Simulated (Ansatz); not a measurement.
`[F][Sn]([F])([F])[GeH3]` + H–F → `[F][Sn]([F])([F])[F]` + GeH₄ at 600 K and 1 bar (cleavage of the Sn–Ge bond).

Calculated with Ansatz (gas phase, PBE0-D4/def2-TZVP geometries, no zero-point term in ΔE). CBS: MP2 limit from def2 TZ/QZ plus the TZ coupled-cluster correction, frozen cores. This one scheme is used for every species. def2 core potentials past Kr. For Ge, Sn outer-core shells are correlated without core-valence functions, which leaves a few kJ/mol of doubt a bond. Scalar relativity is left out up to krypton.

| species | CCSD(T)/CBS energy (Eh) | H − E (kJ/mol) | S (J/(mol·K)) |
| --- | --- | --- | --- |
| `[F][Sn]([F])([F])[GeH3]` | -2591.43115 | 143.6 | 491.4 |
| H–F | -100.39570 | 42.3 | 194.0 |
| `[F][Sn]([F])([F])[F]` | -613.31403 | 69.4 | 390.8 |
| GeH₄ | -2078.49493 | 105.8 | 256.4 |

H − E and S are ideal-gas, rigid-rotor, harmonic terms from PBE0-D4/def2-TZVP. 1 Eh = 2625.50 kJ/mol, R = 8.31446 J/(mol·K).

Q: By hand: ΔE, ΔH, ΔS and ΔG.

A: ΔE = (-613.31403) + (-2078.49493) − (-2591.43115) − (-100.39570) = 0.01789 Eh = 47.0 kJ/mol. Δ(H − E) = 69.4 + 105.8 − 143.6 − 42.3 = -10.7, so ΔH = 36.3 kJ/mol. ΔS = 390.8 + 256.4 − 491.4 − 194.0 = -38.2 J/(mol·K). ΔG = 36.3 − 600 × (-38.2)/1000 = 59.2 kJ/mol.

Q: By hand: the equilibrium constant, and the temperature at which ΔG would vanish if ΔH and ΔS stayed fixed.

A: log₁₀ K = −ΔG/(RT ln 10) = -5.2. ΔH and −TΔS have one sign here, so there is no such temperature.

TΔS isn't small against ΔH here. A doubt of 5 kJ/mol in ΔE shifts log₁₀ K by 0.4 here. Modes under 60 cm⁻¹, often nearly free rotors, make the harmonic entropy too high. These are equilibria of isolated gas molecules and say nothing of rates. Largest T1 diagnostic: 0.015 (customary marks: 0.02 for closed shells, 0.045 for open ones).
